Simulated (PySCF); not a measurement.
## Working out the ionisation energy of In

In [Kr] 4d10 5s2 5p1 (2P) → In⁺ [Kr] 4d10 5s2 (1S). Calculation: PySCF 2.14, in x2c-QZVPPall with one added diffuse shell each of s, p, d, f type (14s10p8d5f1g, 128 functions); the spin-free X2C one-electron Hamiltonian (Gaussian nucleus). Frozen: [Ar] 3d10. Energies in hartree (1 hartree = 27.21139 eV):

```csv
part,In (lower),In⁺ (upper)
UHF,-5878.318016,-5878.126227
MP2 opposite-spin,-0.457088,-0.451926
MP2 same-spin,-0.234630,-0.230153
```

Problem. What does Hartree-Fock give?

Solution. (-5878.126227) − (-5878.318016) = 0.191789 hartree = 5.219 eV.

Problem. What do MP2 and SCS-MP2 (6/5 opposite-spin, 1/3 same-spin) give?

Solution. The opposite-spin parts differ by 0.140 eV and the same-spin parts by 0.122 eV. MP2: 5.219 + (0.140) + (0.122) = 5.481 eV. SCS-MP2: 5.219 + 1.2 × (0.140) + (0.122)/3 = 5.428 eV.

Measured between the centres of the two terms (NIST): 5.603 eV, so MP2 (valence and next inner shell) is off by -0.122 eV.

What remains against the reference includes basis incompleteness, the frozen core and correlation beyond second order.
